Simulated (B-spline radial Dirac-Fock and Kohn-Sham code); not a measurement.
## Photoionisation of cadmium ions at Mg Kα (1253.6 eV)

Calculated with a radial finite-basis atomic code, using independent-particle photoionisation in a Dirac-Hartree-Slater potential with a Latter tail, all multipoles, thresholds from Dirac-Fock ΔSCF. Cross sections in kb; a dash marks an empty subshell or a threshold above the photon energy.

```
 ion  configuration  total  3p1/2  3d5/2  4d3/2  4d5/2    5s
  Cd  [Kr] 4d10 5s2  837.2   77.4    264   16.6   23.8  1.16
Cd²⁺      [Kr] 4d10  837.5   77.4    264   17.2   24.7     –
Cd⁷⁺       [Kr] 4d5  833.7   77.8    266   11.6   16.9     –
```
